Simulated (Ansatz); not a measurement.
`[OH][Y]([OH])[Cl]` + H–F → `[OH][Y]([F])[Cl]` + H₂O at 298.15 K and 1 bar (ligand exchange at a Y–O bond).

Gas-phase electronic energies from Ansatz, PBE0-D4/def2-TZVP geometries. CCSD(T)/CBS adds triple-zeta CCSD(T) − MP2 to the extrapolated MP2 energy (def2 sets, frozen cores). This one scheme is used for every species. def2 core potentials past Kr. For Y outer-core shells are correlated without core-valence functions, which leaves a few kJ/mol of doubt a bond. Each species was taken in one conformer, which may not be the lowest.

```tsv
species	CCSD(T)/CBS energy (Eh)	H − E (kJ/mol)	S (J/(mol·K))
`[OH][Y]([OH])[Cl]`	-649.80681	89.1	355.8
H–F	-100.39570	33.5	173.6
`[OH][Y]([F])[Cl]`	-673.84260	58.8	353.2
H₂O	-76.37941	66.4	188.7
```

H − E and S are ideal-gas, rigid-rotor, harmonic terms from PBE0-D4/def2-TZVP, for one conformer and one mirror image of each species. 1 Eh = 2625.50 kJ/mol, R = 8.31446 J/(mol·K).

**Question.** By hand: ΔE, ΔH, ΔS and ΔG.

**Answer.** ΔE = (-673.84260) + (-76.37941) − (-649.80681) − (-100.39570) = -0.01950 Eh = -51.2 kJ/mol. Δ(H − E) = 58.8 + 66.4 − 89.1 − 33.5 = 2.6, so ΔH = -48.6 kJ/mol. ΔS = 353.2 + 188.7 − 355.8 − 173.6 = 12.5 J/(mol·K). ΔG = -48.6 − 298.15 × (12.5)/1000 = -52.3 kJ/mol.

**Question.** By hand: the equilibrium constant, and the temperature at which ΔG would vanish if ΔH and ΔS stayed fixed.

**Answer.** log₁₀ K = −ΔG/(RT ln 10) = 9.2. ΔH and −TΔS have one sign here, so there is no such temperature.

The number of gas molecules stays the same, so ΔS is small and ΔH decides. A doubt of 5 kJ/mol in ΔE shifts log₁₀ K by 0.9 here. Other conformers and mirror images would add mixing entropy, several J/(mol·K) or more a flexible species. Modes under 60 cm⁻¹, often nearly free rotors, make the harmonic entropy too high. These are equilibria of isolated gas molecules and say nothing of rates. Largest T1 diagnostic: 0.013 (customary marks: 0.02 for closed shells, 0.045 for open ones).

ΔS is within the doubt of such terms, so its sign, and with it that verdict, could turn.
